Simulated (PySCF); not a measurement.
The complex [CrO4]4- (charge -4) contains Cr(IV), shell d2. The structure is a PBE0-D3(BJ)/def2-TZVP, IEF-PCM water geometry optimised for multiplicity 3; coordination tetrahedral, point group Td, metal–donor distances 1.78 Å.

Method (PySCF 2.14, density fitting): CASSCF(2,5) with orbitals averaged over all microstates of the shell, strongly contracted NEVPT2 on the averaged canonical orbitals; basis x2c-TZVPall on the metal, x2c-SVPall elsewhere; spin-free X2C; IEF-PCM water; spin-orbit coupling by state interaction with the mean-field operator over all roots.

CASSCF energies above the lowest CASSCF root:

| state | CASSCF / cm⁻¹ |
| --- | --- |
| 3A2 | 0 |
| 3T2 | 11401 |
| 1E | 14462 |
| 3T1 | 18119 |
| 1A1 | 24500 |
| 1T2 | 25154 |
| 1T1 | 28832 |
| 3T1 | 29475 |
| 1E | 36679 |
| 1T2 | 39054 |
| 1A1 | 60857 |

Question: How does dynamic correlation (SC-NEVPT2) move these states?

Answer: 
```
state  NEVPT2 / cm⁻¹  shift / cm⁻¹
  3A2              0             0
  3T2          13705         +2304
   1E          12483         -1979
  3T1          20564         +2445
  1A1          21759         -2742
  1T2          25186           +32
  1T1          28287          -545
  3T1          29603          +127
   1E          38240         +1562
  1T2          39313          +259
  1A1          53771         -7085
```

No frequencies were computed for the optimised geometry. Charge-transfer states lie outside this active space and may come lower than some of these levels. NEVPT2 lifts 3T2 from 11401 to 13705 cm⁻¹; on the d shell alone such lifts tend to overshoot. An active orbital has only 0.74 squared overlap with the free ion's shell, so the metal shell alone is a small active space here. NEVPT2 on the d shell alone tends to put d–d bands too high for such charged or covalently bound ions.
